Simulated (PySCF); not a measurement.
methyl(silyloxy)silane (CH₈OSi₂), SMILES C[SiH2]O[SiH3]. Atoms are numbered in the order given.

```xyz
12

Si     1.7824     0.6339     0.8038
O      0.2523     0.1949     0.3539
Si    -0.6891    -0.4949    -0.8307
C     -2.4675    -0.4676    -0.2748
H      2.6760    -0.5633     0.8639
H      2.3562     1.6112    -0.1713
H      1.7153     1.2656     2.1519
H     -0.5208     0.2745    -2.1035
H     -0.2307    -1.8997    -1.0678
H     -3.1179    -0.9208    -1.0395
H     -2.5916    -1.0320     0.6619
H     -2.8062     0.5652    -0.1020
```
Charge 0, spin multiplicity 1.

Coordinates come from a PBE0-D3(BJ)/def2-SVP optimisation. One conformer was computed; it need not be the lowest.

These are KT2/pcSseg-1 run with PySCF values and carry that method's errors.

GIAO shieldings, no solvent; atoms alike by connectivity are averaged. δ = σ(ref) − σ: ²⁹Si against TMS (σ = 361.9 ppm); ¹⁷O against H2O (σ = 330.4 ppm); ¹³C against TMS (σ = 185.1 ppm); ¹H against TMS (σ = 31.47 ppm), references at their B3LYP-D3(BJ)/def2-TZVP geometries, non-relativistic.

| atoms | nucleus | count | δ (ppm) |
|---|---|---|---|
| Si3 | ²⁹Si | 1 | [?] |
| Si1 | ²⁹Si | 1 | -34.9 |
| O2 | ¹⁷O | 1 | [?] |
| C4 | ¹³C | 1 | 1.3 |
| H8, H9 | ¹H | 2 | 5.52 |
| H5, H6, H7 | ¹H | 3 | 5.46 |
| H10, H11, H12 | ¹H | 3 | [?] |

**Question.** Complete the blanks. (Estimate from the structure and the level; the computed values follow.)

**Answer.** 
- H10, H11, H12, δ (ppm): 0.63
- Si3, δ (ppm): -10.3
- O2, δ (ppm): 14.6
